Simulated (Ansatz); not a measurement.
`C#CB(C)C` + NH₃ → `CB(C)N` + `C#C` at 500 K and 1 bar (ligand exchange at a B–C bond).

Gas-phase electronic energies from Ansatz, PBE0-D4/def2-TZVP geometries. CCSD(T)/CBS adds triple-zeta CCSD(T) − MP2 to the extrapolated MP2 energy (def2 sets, frozen cores). This one scheme is used for every species. Each species was taken in one conformer, which may not be the lowest.

| species | CCSD(T)/CBS energy (Eh) | H − E (kJ/mol) | S (J/(mol·K)) |
| --- | --- | --- | --- |
| `C#CB(C)C` | -181.17974 | 299.3 | 402.3 |
| NH₃ | -56.50880 | 108.2 | 211.8 |
| `CB(C)N` | -160.48988 | 318.4 | 371.9 |
| `C#C` | -77.22717 | 90.7 | 225.3 |

H − E and S are ideal-gas, rigid-rotor, harmonic terms from PBE0-D4/def2-TZVP, for one conformer and one mirror image of each species. 1 Eh = 2625.50 kJ/mol, R = 8.31446 J/(mol·K).

Question: By hand: ΔE, ΔH, ΔS and ΔG.

Answer: ΔE = (-160.48988) + (-77.22717) − (-181.17974) − (-56.50880) = -0.02851 Eh = -74.9 kJ/mol. Δ(H − E) = 318.4 + 90.7 − 299.3 − 108.2 = 1.6, so ΔH = -73.3 kJ/mol. ΔS = 371.9 + 225.3 − 402.3 − 211.8 = -16.9 J/(mol·K). ΔG = -73.3 − 500 × (-16.9)/1000 = -64.8 kJ/mol.

Question: By hand: the equilibrium constant, and the temperature at which ΔG would vanish if ΔH and ΔS stayed fixed.

Answer: log₁₀ K = −ΔG/(RT ln 10) = 6.8. ΔG = 0 at ΔH/ΔS = 4337 K, far beyond where these terms or the molecules hold.

ΔH outweighs TΔS. A doubt of 5 kJ/mol in ΔE shifts log₁₀ K by 0.5 here. Other conformers and mirror images would add mixing entropy, several J/(mol·K) or more a flexible species. These are equilibria of isolated gas molecules and say nothing of rates. Largest T1 diagnostic: 0.013 (customary marks: 0.02 for closed shells, 0.045 for open ones).
